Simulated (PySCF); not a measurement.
# Spinor energies of Co³⁺ (cobalt, charge +3)

Start: [Ar] 3d5 4p1; 3d5/2 filled at m_j = -3/2, -1/2, +1/2, +3/2, +5/2; 4p3/2 filled at m_j = +3/2. Calculated with PySCF 2.14 in x2c-SVPall-2c with one added diffuse shell each of s, d type (6s5p4d1f, 48 functions): generalised Hartree-Fock with the X2C-1e Hamiltonian and a Gaussian nucleus; one run each with spin-orbit coupling (SO) switched off, then screened by Boettger's factors. This is a chosen level, not necessarily the ground level.

| spinor shell | electrons | ε, spin-free (eV) | ε, screened SO (eV) | weight of nominal j (screened SO) | rms radius, screened SO (bohr) |
| --- | --- | --- | --- | --- | --- |
| 1s1/2 | 2 | -7830.2 | -7830.2 | 1.000 | 0.0649 |
| 2s1/2 | 2 | -1021.5 | -1021.5 | 1.000 | 0.276 |
| 2p1/2 | 2 | -879.56 | -890.16 | 0.976 | 0.247 |
| 2p3/2 | 4 | -879.56 | -874.35 | 0.988 | 0.249 |
| 3s1/2 | 2 | -176.94 | -176.94 | 1.000 | 0.825 |
| 3p1/2 | 2 | -132.70 | -133.31 | 0.663 | 0.874 |
| 3p3/2 | 4 | -132.70 | -132.40 | 0.832 | 0.877 |
| 3d5/2 | 5 | -72.287 | -72.286 | 0.589 | 0.956 |
| 4p3/2 | 1 | -30.032 | -29.997 | 1.000 | 3.04 |

| quantity | spin-free | screened SO |
| --- | --- | --- |
| E (hartree) | -1388.93658 | -1388.95374 |
| M_J | 4 | 4 |
| ⟨J²⟩ | 20.000 | 20.000 |
| ⟨L²⟩ | 2.000 | 2.004 |
| ⟨S²⟩ | 12.000 | 11.996 |

Each row is a mean over spinors that exchange with the open shell spreads, by up to 17.476 eV (3p3/2).

Rows whose weight is well below 1 are mixtures of j = l ± 1/2: exchange outweighs spin-orbit coupling there, and the label is only the starting occupation.

Without spin-orbit coupling the j labels of p, d and f shells carry no meaning; the spin-free column gives the mean over the occupied spinors of each nl shell.
